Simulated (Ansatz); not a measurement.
Species: difluoro(dimethyl)germane, C$_{2}$H$_{6}$F$_{2}$Ge, net charge 0, singlet state. 
Geometry from a B3LYP-D3(BJ)/def2-TZVP (Ansatz, a program for electronic structure) optimisation:
```xyz
11

C      1.7168    -0.8963    -0.2090
Ge     0.0006    -0.0193    -0.0034
C     -1.6619    -1.0085    -0.1233
F      0.0121     0.8091     1.5363
F     -0.0722     1.2792    -1.1719
H      1.7847    -1.3578    -1.1936
H      2.5071    -0.1546    -0.1049
H      1.8392    -1.6616     0.5566
H     -2.4934    -0.3207     0.0220
H     -1.7489    -1.4751    -1.1039
H     -1.6945    -1.7789     0.6463
```
Charge 0, spin multiplicity 1.

Wanted: vertical ionisation energy (to the doublet state of charge +1; each state is the SCF solution reached for its spin), in eV. Cores are frozen in the correlated levels unless marked. Open shells are spin-unrestricted. No spin-orbit coupling. The frozen core is the preceding noble-gas configuration, with the filled d and f shells of earlier blocks. No relativistic terms. CBS marks a two-point X^-3 extrapolation of the correlation energy; Hartree-Fock from the larger set. The bracket is a focal-point correction in the basis named.

```tsv
level	program	vertical ionisation energy (eV)
HF/aug-cc-pVQZ	Ansatz	10.81
SVWN5/def2-TZVPD	Ansatz	10.86
```

Predict the RI-MP2/CBS(aug-cc-pVTZ,aug-cc-pVQZ)+[CCSD(T)-MP2]/aug-cc-pVTZ result (Ansatz).

11.57 eV
